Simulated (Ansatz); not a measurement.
`FC1(F)CC[SiH2]1`. The species carries charge 0 and has multiplicity 1. Geometry: relaxed with PBE0-D4/def2-TZVP.

```xyz
12

F    -1.326   -0.147   -1.949
C    -0.926    0.144   -0.689
F    -2.031    0.611   -0.027
C    -0.314   -1.035    0.072
C     0.694   -0.269    0.970
Si    0.659    1.159   -0.269
H     0.212   -1.665   -0.649
H    -1.056   -1.643    0.595
H     0.245    0.015    1.923
H     1.629   -0.790    1.164
H     1.690    1.054   -1.333
H     0.523    2.565    0.192
```

**Question.** What is the dipole moment at B3LYP/def2-TZVPP? (Estimate.)

**Answer.** Computed: 2.49 D, with components (2.12, -0.45, 1.22) D in this frame, pointing from negative to positive charge.

**Question.** And with PBE, r2SCAN, ωB97M-V? (Estimate.)

**Answer.** Ansatz gave: PBE 2.28 D, r2SCAN 2.39 D, ωB97M-V 2.49 D.

**Question.** Give the Mulliken charges with B3LYP, ωB97M-V, r2SCAN in def2-TZVPP. (Estimate.)

**Answer.** Computed: 
| atom | B3LYP | ωB97M-V | r2SCAN |
| --- | --- | --- | --- |
| F1 | -0.21 | -0.20 | -0.21 |
| C2 | 0.33 | 0.27 | 0.31 |
| F3 | -0.22 | -0.20 | -0.21 |
| C4 | -0.13 | -0.18 | -0.04 |
| C5 | -0.29 | -0.35 | -0.25 |
| Si6 | 0.27 | 0.22 | 0.29 |
| H7 | 0.09 | 0.12 | 0.06 |
| H8 | 0.09 | 0.10 | 0.05 |
| H9 | 0.11 | 0.13 | 0.08 |
| H10 | 0.09 | 0.11 | 0.07 |
| H11 | -0.06 | -0.02 | -0.06 |
| H12 | -0.06 | -0.02 | -0.07 |

B3LYP here is the variant with VWN-RPA as its local correlation; programs differ in this.
